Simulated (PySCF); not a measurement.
Species: AlCl2(CN), CAlCl2N.
SMILES: `[Cl][Al]([C]#N)[Cl]`

A linear-response calculation (PySCF, def2-SVPD basis, gas phase, vertical, core orbitals frozen in the response) gave these numbers; the functional is withheld.

Orbital energies (eV): HOMO-3 -12.34, HOMO-2 -12.25, HOMO-1 -12.16, HOMO -11.84, LUMO -0.70, LUMO+1 0.21, LUMO+2 0.84.

```tsv
state	E (eV)	f	main configurations (H = HOMO, L = LUMO)
S1	6.24	0.0000	H→L (47%), H-4→L (43%)
S2	6.76	0.0000	H→L (50%), H-4→L (44%)
S3	6.83	0.020	H-3→L (59%), H-4→L+2 (19%), H-5→L (9%)
S4	6.86	0.0011	H-2→L (93%)
S5	7.18	0.032	H-1→L (86%)
S6	7.31	0.0000	H-3→L+2 (68%), H-5→L+2 (24%)
```

Triplets, Tamm–Dancoff:

```tsv
state	E (eV)	λ (nm)	main configurations (H = HOMO, L = LUMO)
T1	5.49	225.7	H-3→L (50%), H-5→L (17%), H-4→L+2 (10%)
T2	5.88	210.9	H-4→L (49%), H→L (29%), H-4→L+4 (9%)
T3	6.23	199.1	H-4→L+2 (58%), H→L+2 (17%), H-3→L (11%)
T4	6.26	198.1	H-2→L (46%), H-6→L (38%), H-6→L+4 (10%)
```

Vertical ionisation energy by ΔSCF with the same functional: 12.34 eV. Mean static polarisability: 62.5 au.

Question: Name the functional.
A. PBE
B. wB97X-D
C. B3LYP
D. HF

Answer: B. wB97X-D is range-separated, 22% exact exchange at short range and 100% at long range (ω = 0.2 bohr⁻¹). In this run −ε(HOMO) = 11.84 eV differs from the ΔSCF value by -0.50 eV, and S1 differs from the orbital gap of 11.13 eV by -4.89 eV. The ratio −ε(HOMO)/IP is 0.96. Small neutral molecules mostly give 0.89 to 0.99 with wB97X-D, 0.5 to 0.7 with PBE, 0.67 to 0.83 with B3LYP; with Hartree–Fock the ratio is 1 or more (Koopmans' value less the relaxation energy is the ΔSCF value). The other options: PBE, a GGA without exact exchange; HF, time-dependent Hartree–Fock, 100% exact exchange; B3LYP, a global hybrid with 20% exact exchange.

Theory: TDDFT wB97X-D/def2-SVPD, vertical, gas phase, core orbitals frozen in the response in PySCF 2.14.0, density-fitted response routines. Isolated species at its PBE0-D3(BJ)/def2-SVP geometry, gas phase.

Hardware: one thread of an x86-64 server, no GPU, shared host. Cost: 59 s.
